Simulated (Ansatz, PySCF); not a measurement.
Species: C5H5S, net charge 0, doublet state. It need not be the lowest isomer of its formula. SMILES: Cc1c[c]cs1
Geometry: optimised at B3LYP-D3(BJ)/def2-TZVP (Ansatz, an electronic-structure program).

Wanted: atomisation energy (electronic, to ground-state atoms), in eV. Valence correlation only, unless marked. UHF or UKS for open shells. Spin-orbit coupling is left out. No relativistic terms. The coupled-cluster limit lacks core correlation, which all-electron functionals hold. Basis-set limits of correlation are two-point, X^-3; Hartree-Fock from the larger set. The bracket is a focal-point correction in the basis named.

| level | program | atomisation energy (eV) | minus last row |
|---|---|---|---|
| HF/6-31G* | Ansatz | 35.66 | -13.52 |
| HF/cc-pV(T+d)Z | Ansatz | 35.87 | -13.31 |
| r2SCAN/def2-TZVPD | Ansatz | 49.93 | 0.75 |
| r2SCAN-D4/def2-TZVPD | Ansatz + dftd4 | 50.00 | 0.82 |
| r2SCANh/def2-TZVPD | Ansatz | 49.57 | 0.39 |
| r2SCAN0-D4/def2-TZVPD | Ansatz + dftd4 | 49.14 | -0.04 |
| M06-2X/def2-TZVPD | PySCF | 49.42 | 0.24 |
| HSE06/def2-TZVPD | Ansatz | 50.18 | 1.00 |
| CAM-B3LYP-D4/def2-TZVPD | Ansatz + dftd4 | 49.41 | 0.23 |
| CAM-B3LYP/def2-TZVPD | Ansatz | 49.15 | -0.03 |
| B2GP-PLYP/def2-TZVPD | Ansatz | 48.73 | -0.45 |
| B2PLYP-D3(BJ)/def2-TZVPD | Ansatz + dftd3 | 49.08 | -0.10 |
| RPA@PBE/cc-pV(T+d)Z | Ansatz | 45.33 | -3.85 |
| RPA@PBE/cc-pV(Q+d)Z | Ansatz | 46.02 | -3.16 |
| RI-MP2/cc-pV(Q+d)Z | Ansatz | 49.46 | 0.28 |
| RI-MP2/CBS(cc-pV(T+d)Z,cc-pV(Q+d)Z) | Ansatz | 50.00 | 0.82 |
| SCS-MP2/cc-pV(T+d)Z | Ansatz | 47.84 | -1.34 |
| CCSD/STO-3G | Ansatz | 49.76 | 0.58 |
| CCSD/6-31G | Ansatz | 41.36 | -7.82 |
| CCSD/cc-pV(D+d)Z | Ansatz | 44.55 | -4.63 |
| RI-MP2/CBS(cc-pV(T+d)Z,cc-pV(Q+d)Z)+[CCSD(T)-MP2]/cc-pV(T+d)Z | Ansatz | 49.18 | 0.00 |

The UHF reference is spin-contaminated (<S^2> 0.37 over the pure value in the largest basis).
